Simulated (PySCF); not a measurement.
C6H14AlB.
SMILES with atom numbers: `[CH3:1][B:2]([CH3:3])[C@@H:4]1[CH2:5][CH2:6][AlH:7][CH2:8]1`

Definitions: NICS(0) = −σiso at the ring centroid; NICS(1) = −σiso and NICS(1)zz = −σzz at ±1 Å along the ring normal z. Level: GIAO HF/pcSseg-1 (PySCF, non-relativistic, gas phase) on the PBE0-D3(BJ)/def2-SVP geometry, one conformer.

Ring bond lengths (Å): C4–C5 1.537, C5–C6 1.541, C6–Al7 1.962, Al7–C8 1.970, C8–C4 1.571.

**Question.** Give the NICS values of each ring in ppm.

**Answer.** 
| ring | type | NICS(0) | NICS(1), two faces | NICS(1)zz, two faces | rms pucker (Å) | centre to ring atoms, mean (Å) |
| --- | --- | --- | --- | --- | --- | --- |
| C4–C5–C6–Al7–C8 | 5-membered ring with Al; formal bonds all single | -3.3 | -3.5 / -2.8 | -1.8 / -1.4 | 0.19 | 1.43 |

**Question.** What can be read from them?

**Answer.** 
- C4–C5–C6–Al7–C8: mean NICS(1)zz -1.6 ppm, near zero. C4, C5, C6, C8 have four or more neighbours, so the value isn't read as a sign of a π ring current.

**Question.** What is the mean of the two in-plane components of NICS at the first NICS(1) probe listed for ring C4–C5–C6–Al7–C8, 1 Å off the ring?

**Answer.** The isotropic value is a third of the trace: (3 × -3.5 − (-1.8))/2 = -4.3 ppm.

**Question.** Give the inner angles of the rings.

**Answer.** 
- C4–C5–C6–Al7–C8: C4 110.9°, C5 112.0°, C6 100.4°, Al7 97.5°, C8 99.7°; sum 520.5° against 540° for a flat convex ring.

**Question.** What are the shieldings of the ring atoms and their hydrogens in the same run (means over atoms taken as equivalent)?

**Answer.** 
```
   atoms                    environment  σ isotropic (ppm)
      C4      sp3 carbon bound to boron              157.0
      C5                ring CH2 carbon              166.1
      C6                ring CH2 carbon              182.7
     Al7  aluminium bonded to 2 C and H              305.4
      C8                ring CH2 carbon              190.9
 H on C4               methine hydrogen              31.00
 H on C5             methylene hydrogen              29.85
 H on C5             methylene hydrogen              30.84
 H on C6             methylene hydrogen              31.86
 H on C6             methylene hydrogen              31.28
H on Al7                  Al–H hydrogen              26.44
 H on C8             methylene hydrogen              32.98
 H on C8             methylene hydrogen              32.12
```

**Question.** How do the values depend on the level or the medium?

**Answer.** 
```
             level  NICS(0), C4–C5–C6–Al7–C8  mean NICS(1)zz, C4–C5–C6–Al7–C8
  HF/pcSseg-1, gas                      -3.3                             -1.6
PBE0/pcSseg-1, gas                      -3.2                             -2.0
```

The geometry is the same throughout.

Hardware: Arm Neoverse N1, one thread, no GPU, shared host. Cost: 38 s, 1.0 GiB resident at most. This is the whole shielding run at HF/pcSseg-1, SCF included.
